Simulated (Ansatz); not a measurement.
Start from `BNC=C` and change one atom or group to get `C=CNCC`.

Ansatz, PBE0-D4/def2-TZVP geometries, multiplicity 1. Each molecule was computed in one conformer, which needn't be the lowest.

| property | `BNC=C` |
| --- | --- |
| HOMO–LUMO gap (ωB97M-V/def2-TZVPP) / eV | 10.41 |
| HOMO energy (ωB97M-V/def2-TZVPP) / eV | -9.06 |
| size of the dipole moment (B3LYP/def2-TZVPP) / D | 1.16 |
| HOMO–LUMO gap (B3LYP/def2-TZVPP) / eV | 5.91 |
| LUMO energy (B3LYP/def2-TZVPP) / eV | -0.77 |
| HOMO energy (PBE/def2-TZVPP) / eV | -5.87 |

(1) What does the change do to each property? (An estimate is asked.)

Answers

(1) The calculation gave: 
```csv
property,`C=CNCC`,shift
HOMO–LUMO gap (ωB97M-V/def2-TZVPP) / eV,10.57,0.16
HOMO energy (ωB97M-V/def2-TZVPP) / eV,-7.92,1.14
size of the dipole moment (B3LYP/def2-TZVPP) / D,1.67,0.51
HOMO–LUMO gap (B3LYP/def2-TZVPP) / eV,6.30,0.39
LUMO energy (B3LYP/def2-TZVPP) / eV,0.78,1.55
HOMO energy (PBE/def2-TZVPP) / eV,-4.59,1.28
```

With PBE0 the HOMO rises by 1.18 eV and the LUMO rises by 1.58 eV, so the gap widens by about 0.40 eV. PBE moves the HOMO by 1.28 eV and ωB97M-V by 1.14 eV. Dipoles are sizes alone; their direction can turn.

B3LYP here is the variant with VWN-RPA as its local correlation; programs differ in this.
